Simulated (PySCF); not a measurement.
Substituent effects on chemical shifts

Parent skeleton `[SiH3:1][SiH2:2][SiH3:3]`; one hydrogen on atom 2 is replaced by X. Hydrogens on one atom are averaged.

- coordinates at the PBE0-D3(BJ)/def2-SVP level
- NMR shieldings at PBE0/pcSseg-1/GIAO
- program: PySCF 2.14.0 with density-fitted response routines
- relativity neglected, isolated molecule, one conformer, one averaged value for each set of equivalent atoms

Referencing at the same level of theory: 29Si (σref 351.99) and 1H (σref 31.27) against TMS.

Parent (X = H): Si1/Si3 -104.7, Si2 -117.9, H(Si1)/H(Si3) 3.63, H(Si2) 3.45 ppm. Effects are Δδ = δ(X) − δ(H), positive for deshielding.

Q: Give Δδ (ppm) for X = COCH3, CONMe2, CH=NMe, C(S)CH3, CF3.

A: 
```
      X                         SMILES  Si1/Si3    Si2  H(Si1)/H(Si3)  H(Si2)
  COCH3      CC(=O)[SiH]([SiH3])[SiH3]     +2.7  +24.1          -0.01   +0.82
 CONMe2  CN(C)C(=O)[SiH]([SiH3])[SiH3]     +0.8  +36.2          +0.04   +1.25
 CH=NMe      C/N=C/[SiH]([SiH3])[SiH3]     -0.2  +45.8          -0.04   +0.87
C(S)CH3      CC(=S)[SiH]([SiH3])[SiH3]    +11.0  +48.7          -0.03   +1.54
    CF3    FC(F)(F)[SiH]([SiH3])[SiH3]     -1.5  +52.8          +0.08   +0.70
```

Q: Which position responds most, and to which substituents?

A: Si2: from +24.1 ppm with COCH3 to +52.8 ppm with CF3.
